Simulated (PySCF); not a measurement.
3-ethoxypropionaldehyde, C5H10O2.
Structure used (PBE0-D3(BJ)/def2-SVP), in Å, numbered top down from 1:
```
atom  x, y, z in Å
C1    -2.589   -0.029   -0.408
C2    -1.378    0.729    0.077
O3    -0.250   -0.093   -0.033
C4     0.928    0.514    0.404
C5     2.062   -0.472    0.243
C6     3.396    0.065    0.661
O7     3.578    1.171    1.098
H8    -3.494    0.589   -0.324
H9    -2.463   -0.325   -1.460
H10   -2.733   -0.943    0.188
H11   -1.517    1.052    1.130
H12   -1.236    1.657   -0.517
H13    1.145    1.435   -0.173
H14    0.850    0.828    1.465
H15    2.135   -0.810   -0.807
H16    1.863   -1.392    0.821
H17    4.251   -0.650    0.541
```

Computed with PySCF at B3LYP/def2-SVPD, non-relativistic, on one gas-phase PBE0-D3(BJ)/def2-SVP geometry that isn't relaxed in the solvent. The solvent is an IEF-PCM continuum (Bondi radii, 1.10 Å for H, scaled by 1.2), and excitations are vertical TDDFT with non-equilibrium linear response and a frozen core. Specific hydrogen bonds and non-electrostatic terms are outside this model.

```
run  E − E(gas) (kcal/mol)  HOMO (eV)  HOMO–LUMO gap (eV)  dipole (D)  lowest singlet (eV)  static polarisability (au)
gas                   0.00      -7.37                6.26        1.85                 4.36                        71.9
  P                  -2.43      -7.31                6.23        2.02                 4.40                        79.2
  Q                  -6.19      -7.28                6.23        2.26                 4.48                        93.2
```

Question: The runs were made in acetonitrile and cyclohexane. Which run belongs to which solvent?

Answer: P = cyclohexane, Q = acetonitrile. The dielectric constants are 2.017 (cyclohexane), 35.69 (acetonitrile), and the energy falls further as ε rises. The optical constants n² used for the excitations are 2.04, 1.81 in the same order. In this model the ground state sees the solvent through ε alone.

Question: How constant is the ratio of the lowering to (ε − 1)/(2ε + 1)?

Answer: 
```
     solvent  (ε − 1)/(2ε + 1)  E − E(gas) (kcal/mol)  ratio (kcal/mol)  polarisation term (kcal/mol)
 cyclohexane             0.202                  -2.43             -12.0                         -2.60
acetonitrile             0.479                  -6.19             -12.9                         -7.33
```

The ratio changes by +7.3 % in size from cyclohexane to acetonitrile. The polarisation term is half the interaction of the solute with the induced surface charges.
